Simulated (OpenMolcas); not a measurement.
GaF (SMILES [F][Ga]): methods side by side

GaF has 2 atoms, charge 0, and is taken as a singlet. SMILES: `[F][Ga]`. Geometry: relaxed at PBE0-D4/def2-TZVP.

```csv
atom,x (Å),y (Å),z (Å)
F,0.0000,0.0000,0.0063
Ga,0.0000,0.0000,1.7929
```

Quantity: the dipole moment, in D. The values are calculated.

```tsv
level	kind	program	value (D)	CPU time
PBE/def2-TZVPPD	GGA	OpenMolcas	2.21	16 s
revPBE/def2-TZVPPD	GGA	OpenMolcas	2.17	16 s
M06-L/def2-TZVPPD	meta-GGA	OpenMolcas	2.20	23 s
TPSS/def2-TZVPPD	meta-GGA	OpenMolcas	2.15	20 s
r2SCAN/def2-TZVPPD	meta-GGA	OpenMolcas	2.16	20 s
B3LYP/def2-TZVPPD	global hybrid	OpenMolcas	2.39	16 s
BHLYP/def2-TZVPPD	global hybrid	OpenMolcas	2.47	16 s
PBE0/def2-TZVPPD	global hybrid	OpenMolcas	2.31	16 s
```

All-electron rows without a relativistic Hamiltonian named are non-relativistic. The values span 2.15 to 2.47 D. Times are those of the runs behind each value, whatever else they computed, on shared processors of several kinds: orders of magnitude only.
